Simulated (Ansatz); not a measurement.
```yaml
crystal:
  periodic: [false, false, false]
  atoms:
    - {symbol: C, position_ang: [-1.712805, 1.039771, -0.317832]}
    - {symbol: C, position_ang: [-1.344294, -0.153480, 0.084971]}
    - {symbol: C, position_ang: [-0.097615, -0.711229, 0.033393]}
    - {symbol: C, position_ang: [1.177881, -0.329113, -0.704495]}
    - {symbol: Si, position_ang: [1.512634, 0.017988, 1.007129]}
    - {symbol: H, position_ang: [-2.594850, 1.459969, -0.548463]}
    - {symbol: H, position_ang: [-0.918888, 1.489468, -1.275675]}
    - {symbol: H, position_ang: [-1.981190, -0.365621, 0.729667]}
    - {symbol: H, position_ang: [0.069903, -1.860126, 0.176809]}
    - {symbol: H, position_ang: [0.994994, 0.506565, -1.517329]}
    - {symbol: H, position_ang: [1.631763, -1.074177, -1.408458]}
    - {symbol: H, position_ang: [2.505980, -0.797677, 1.713655]}
    - {symbol: H, position_ang: [1.078271, 1.106710, 1.584961]}
basis:
  gaussian: {orbitals: def2-SVP}
total_charge: -1
magnetization: {spin_polarized: true, initial_magnetization: 1}
hamiltonian: {xc: {name: SVWN5}}
relax: {f_tol: 0.0001, max_steps: 3}
output: {forces: true}
```

```sh
$ ansatz run in.yaml --threads 4 --pin off --events-out ev --progress --plain --max-ram 10444MiB
```

It prints (some lines left out):

```
Functional definition: SVWN5
1292 factors; their error is unknown
mean field evaluation 1: about -12060.1883 eV, gradient 4.6e1 eV
mean field evaluation 2: about -11966.0556 eV, gradient 1.2e2 eV
mean field evaluation 4: about -12069.4553 eV, gradient 2.2e1 eV
mean field evaluation 8: about -12072.7700 eV, gradient 4.0e-1 eV
mean field evaluation 16: about -12072.6959 eV, gradient 8.8e-4 eV
mean field -12072.69593880 eV, -443.6633925838 hartree, gradient 2.7e-5 eV, S^2 0.752055; 1 other end points of the search recorded, 0 dependent functions left out
reference -12072.69597382 eV, -443.6633938707 hartree; 24, 23 occupied and 90, 91 virtual orbitals, 1292 factors
relax step   1: F+E_penalty+E_count = -12072.69593880 eV  Δ(F+E_penalty+E_count) = +0.000e0 eV  max|allowed force component| = 6.876e0 eV/Å  Δτ_max = 0.0000 Å  (49 SCF iters, accepted)
1292 factors; their error is unknown
mean field evaluation 32: about -12075.2609 eV, gradient 1.5e-4 eV
mean field -12075.26084927 eV, -443.7576513049 hartree, gradient 2.3e-5 eV, S^2 0.752016; 0 other end points of the search recorded, 0 dependent functions left out
reference -12075.26088416 eV, -443.7576525871 hartree; 24, 23 occupied and 90, 91 virtual orbitals, 1292 factors
relax step   2: F+E_penalty+E_count = -12075.26084927 eV  Δ(F+E_penalty+E_count) = -2.565e0 eV  max|allowed force component| = 2.593e0 eV/Å  Δτ_max = 0.1502 Å  (39 SCF iters, accepted)
1292 factors; their error is unknown
mean field -12075.72617717 eV, -443.7747517899 hartree, gradient 2.3e-5 eV, S^2 0.751947; 0 other end points of the search recorded, 0 dependent functions left out
reference -12075.72621211 eV, -443.7747530740 hartree; 24, 23 occupied and 90, 91 virtual orbitals, 1292 factors
relax step   3: F+E_penalty+E_count = -12075.72617717 eV  Δ(F+E_penalty+E_count) = -4.653e-1 eV  max|allowed force component| = 1.099e0 eV/Å  Δτ_max = 0.1970 Å  (38 SCF iters, accepted)
Error: geometry relaxation did not converge after 3 steps: max|allowed force component| = 1.10e0 eV/Å (threshold 1.0e-4). Raise `relax.max_steps` over both its present limit and 3, loosen `relax.f_tol`, or start from a geometry closer to equilibrium. Where this run's directory can be resumed (`checkpoint.write`), a resume goes on for up to `relax.max_steps` more
```

In this input the relaxation is allowed too few steps for its threshold. The run did not converge.
